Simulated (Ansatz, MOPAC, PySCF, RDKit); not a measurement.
Noncovalent pair: HF (SMILES F) (first 2 atoms) with SiH4 (SMILES [SiH4]); geometry from B3LYP-D3(BJ)/def2-TZVP, rigid monomers moved along the line of their centres of mass till H2···H4 is 2.43 Å.
(charge 0, multiplicity 1):
```csv
atom,x (Å),y (Å),z (Å)
F,-0.2022,-0.4294,-0.4678
H,-0.1008,-0.7705,0.3912
Si,-0.0071,0.2506,3.7555
H,0.0786,-0.9017,2.8148
H,1.0806,1.1987,3.4407
H,0.1464,-0.2817,5.1256
H,-1.3255,0.8959,3.5927
```

| level | interaction energy (kcal/mol) | minus CCSD(T)/CBS(aug-cc-pV(D+d)Z, aug-cc-pV(T+d)Z) | cost |
|---|---|---|---|
| UFF | -0.24 | 0.67 | - |
| AM1 | -0.24 | 0.67 | - |
| PM3 | -1.26 | -0.35 | - |
| PM6 | -0.29 | 0.63 | - |
| PM7 | 0.16 | 1.07 | - |
| HF/3-21G (no counterpoise) | -0.94 | -0.03 | - |
| HF/6-31G* | -0.47 | 0.44 | - |
| PBE/def2-TZVPPD | -0.94 | -0.02 | ×1 |
| PBE-D3(BJ)/def2-TZVPPD | -1.24 | -0.33 | ×1 |
| PBE-D4/def2-TZVPPD | -1.10 | -0.19 | ×1 |
| BP86/6-31G* (no counterpoise) | -0.84 | 0.07 | - |
| B3LYP/def2-TZVPPD | -0.61 | 0.30 | ×2 |
| B3LYP-D3(BJ)/def2-TZVPPD | -1.08 | -0.17 | ×2 |
| PBE0-D3(BJ)/def2-TZVPPD | -1.10 | -0.19 | ×1 |
| PBE0-D4/def2-TZVPPD | -0.98 | -0.07 | ×1 |
| M06-2X/6-31G* (no counterpoise) | -1.13 | -0.22 | - |
| wB97M-V/def2-TZVPPD | -0.90 | 0.01 | ×4 |
| MP2/aug-cc-pV(T+d)Z | -0.85 | 0.06 | - |
| CCSD(T)/aug-cc-pV(T+d)Z | -0.89 | 0.02 | ×50* |
| CCSD(T)/CBS(aug-cc-pV(D+d)Z, aug-cc-pV(T+d)Z) | -0.91 | 0.00 | ×50* |

 The comparison column counts from a level with limits of its own.

The rows run from -1.26 (PM3) to 0.16 kcal/mol (PM7). The dispersion term adds -0.30 in PBE-D3(BJ), -0.17 in PBE-D4, -0.46 in B3LYP-D3(BJ). The 3 functionals in def2-TZVPPD without D3 or D4 span 0.32, from PBE to B3LYP.

Monomers are frozen at their geometry in the pair; levels with a basis set take the counterpoise correction. Rows marked so take none. RDKit's UFF carries no charges.

Frozen-core correlation. CBS(a, b) extrapolates the correlation energy as X⁻³ and adds the Hartree–Fock energy of set b. Rows in 3-21G, 6-31G* carry no dispersion term and start afresh at each structure (6-31G* with six Cartesian d functions). The state that AM1, PM3, PM6, PM7 reach isn't checked; PM7 holds dispersion and hydrogen-bond terms.

Codes used: Ansatz (a first-principles code) with Gaussian orbitals; MOPAC for AM1, PM3, PM6, PM7 (differences of heats of formation); PySCF for 3-21G rows, 6-31G* rows, the dispersion terms; RDKit for the force fields. Values without a source in brackets are computed.

Costs are rough ratios of core time to PBE/def2-TZVPPD (about 4 s over the structures, on one shared machine); a dash marks a level with no comparable run of its own. A star marks coupled-cluster runs past 200 virtual orbitals, where the program's memory plan changes under this machine's limit, so their costs aren't comparable with smaller runs.
